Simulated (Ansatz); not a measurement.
A nudged elastic band was laid between two geometries of BH5N2 + HO (10 atoms, charge 0, multiplicity 2).

Method: Ansatz, UKS BHLYP/def2-mTZVP.

```
movable images  : 9
climbing image  : yes
spring          : 5.0 eV/Å²
optimiser       : quadratic models (default)
start path      : through a guess of the saddle point
force threshold : 0.05 eV/Å
iteration limit : 60
end points      : relaxed
```

Initial state:

```xyz
10
Properties=species:S:1:pos:R:3
B -0.449 -0.070 -0.070
H -0.904 -0.364 0.994
N 0.940 0.073 -0.185
H 1.555 -0.065 0.592
H 1.413 0.317 -1.032
N -1.349 0.114 -1.131
H -2.335 0.006 -1.021
H -1.082 0.361 -2.063
O 1.311 -0.585 2.883
H 0.384 -0.586 2.599
```

Final state:

```xyz
10
Properties=species:S:1:pos:R:3
B -0.521 0.020 -0.343
H -0.118 -0.265 2.184
N 0.865 0.101 -0.336
H 1.395 0.001 0.507
H 1.424 0.305 -1.145
N -1.408 0.151 -1.410
H -2.398 0.080 -1.305
H -1.125 0.331 -2.357
O 0.698 -0.329 2.686
H 0.675 -1.197 3.085
```

Which bonds break or form, and what moves?

Bonds broken: B1–H2. Bonds formed: H2–O9. BH5N2 + HO becomes BH4N2 + H2O.

Give the energies along the band, and the barrier.

The forces met the threshold. The highest image is number 5 of 0 to 10, 9.5 kcal/mol above the first end and 14.3 kcal/mol above the last; the last end lies 4.8 kcal/mol below the first. A vibrational analysis at the climbing image gives one clearly imaginary mode, 1498i cm⁻¹: a first-order saddle point. Another band between the same ends, with other settings, climbed to 0.187 eV only, so this may not be the lowest route.

```json
{"image": "0", "path coordinate (Å)": "0.00", "energy (kcal/mol)": "0.0", "B1–H2 (Å)": "1.19", "H2–O9 (Å)": "2.92"}
{"image": "1", "path coordinate (Å)": "1.01", "energy (kcal/mol)": "0.5", "B1–H2 (Å)": "1.19", "H2–O9 (Å)": "2.89"}
{"image": "2", "path coordinate (Å)": "2.02", "energy (kcal/mol)": "1.0", "B1–H2 (Å)": "1.19", "H2–O9 (Å)": "2.92"}
{"image": "3", "path coordinate (Å)": "3.03", "energy (kcal/mol)": "1.1", "B1–H2 (Å)": "1.19", "H2–O9 (Å)": "2.94"}
{"image": "4", "path coordinate (Å)": "4.04", "energy (kcal/mol)": "2.1", "B1–H2 (Å)": "1.19", "H2–O9 (Å)": "2.40"}
{"image": "5", "path coordinate (Å)": "5.05", "energy (kcal/mol)": "9.5", "B1–H2 (Å)": "1.35", "H2–O9 (Å)": "1.28"}
{"image": "6", "path coordinate (Å)": "6.20", "energy (kcal/mol)": "-3.7", "B1–H2 (Å)": "2.33", "H2–O9 (Å)": "0.96"}
{"image": "7", "path coordinate (Å)": "7.35", "energy (kcal/mol)": "-3.6", "B1–H2 (Å)": "2.43", "H2–O9 (Å)": "0.96"}
{"image": "8", "path coordinate (Å)": "8.50", "energy (kcal/mol)": "-3.8", "B1–H2 (Å)": "2.42", "H2–O9 (Å)": "0.96"}
{"image": "9", "path coordinate (Å)": "9.64", "energy (kcal/mol)": "-4.0", "B1–H2 (Å)": "2.38", "H2–O9 (Å)": "0.96"}
{"image": "10", "path coordinate (Å)": "10.79", "energy (kcal/mol)": "-4.8", "B1–H2 (Å)": "2.57", "H2–O9 (Å)": "0.96"}
```

What is the geometry of the highest image?


```xyz
10
Properties=species:S:1:pos:R:3:forces:R:3
B -0.047 -0.108 -0.076 0.00 0.01 0.00
H -0.139 -0.619 1.171 0.00 0.00 0.00
N 1.239 -0.012 -0.606 0.00 0.00 0.00
H 2.041 -0.334 -0.108 0.00 0.00 0.00
H 1.450 0.327 -1.525 0.00 0.00 0.00
N -1.247 0.273 -0.673 0.00 0.00 0.00
H -2.127 0.141 -0.219 0.00 0.00 0.00
H -1.328 0.645 -1.599 0.00 0.00 0.00
O -0.221 -0.989 2.393 0.00 0.00 0.00
H -0.134 -0.126 2.808 0.00 0.00 0.00
```

The band took 42 iterations and roughly 60 core-minutes.

Time of the run: 17 min on 4 threads of Arm Neoverse V2, on a shared host, peak memory 0.26 GiB.
